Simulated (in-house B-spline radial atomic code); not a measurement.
A fraction x of an electron is removed from 4d in Tc⁴⁺, starting from [Kr] 4d3 and keeping the highest spin. Computed with an all-electron radial atomic-structure program (B-spline basis): non-relativistic BP86, spin-polarised, spherical fractional occupations, point nucleus.

```
   x  E(x) - E(0) (eV)  4d up level (eV)
   0            0.0000           -50.842
0.05            2.5602           -51.567
0.22           11.5372           -54.049
0.37           19.8103           -56.262
0.48           26.0889           -57.899
 0.5           27.2498           -58.198
0.53           29.0025           -58.646
0.73           41.0324           -61.659
0.75           42.2687           -61.962
0.99           57.5786           -65.629
   1           58.2356           -65.782
```

The exact functional would give a straight line between the two integer points. Deviations E(x) - E(0) - x[E(1) - E(0)], in eV: -0.352 at x = 0.05, -1.275 at x = 0.22, -1.737 at x = 0.37, -1.864 at x = 0.48, -1.868 at x = 0.5, -1.862 at x = 0.53, -1.48 at x = 0.73, -1.408 at x = 0.75, -0.075 at x = 0.99.

The curve lies below the straight line by up to 1.868 eV (at x = 0.5): convex, the delocalisation error that favours fractional charges.

How well does Slater's transition state (minus the level at half occupation) give the ionisation energy?

It gives 58.198 eV against 58.236 eV from the two total energies; NIST lists 57.00 eV, ground level to ground level.
